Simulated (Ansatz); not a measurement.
One change: `[SiH3]NCS` becomes `NCS`.

Ansatz, PBE0-D4/def2-TZVP geometries, multiplicity 1. Each molecule was computed in one conformer, which needn't be the lowest.

| property | `[SiH3]NCS` |
| --- | --- |
| HOMO–LUMO gap (ωB97M-V/def2-TZVPP) / eV | 10.79 |
| LUMO energy (B3LYP/def2-TZVPP) / eV | -0.21 |
| HOMO energy (PBE0/def2-TZVPP) / eV | -6.80 |
| HOMO–LUMO gap (PBE/def2-TZVPP) / eV | 4.69 |
| HOMO–LUMO gap (PBE0/def2-TZVPP) / eV | 6.85 |
| size of the dipole moment (B3LYP/def2-TZVPP) / D | 1.51 |

Give the same properties after the change, and the shifts. (An estimate is asked.)

The calculation gave: 
| property | `NCS` | shift |
| --- | --- | --- |
| HOMO–LUMO gap (ωB97M-V/def2-TZVPP) / eV | 11.24 | 0.45 |
| LUMO energy (B3LYP/def2-TZVPP) / eV | 0.09 | 0.30 |
| HOMO energy (PBE0/def2-TZVPP) / eV | -6.94 | -0.14 |
| HOMO–LUMO gap (PBE/def2-TZVPP) / eV | 5.16 | 0.47 |
| HOMO–LUMO gap (PBE0/def2-TZVPP) / eV | 7.34 | 0.49 |
| size of the dipole moment (B3LYP/def2-TZVPP) / D | 2.52 | 1.01 |

With PBE0 the HOMO falls by 0.14 eV and the LUMO rises by 0.35 eV, so the gap widens by about 0.49 eV. PBE moves the HOMO by -0.13 eV and ωB97M-V by -0.13 eV. Dipoles are sizes alone; their direction can turn.

B3LYP here is the variant with VWN-RPA as its local correlation; programs differ in this.
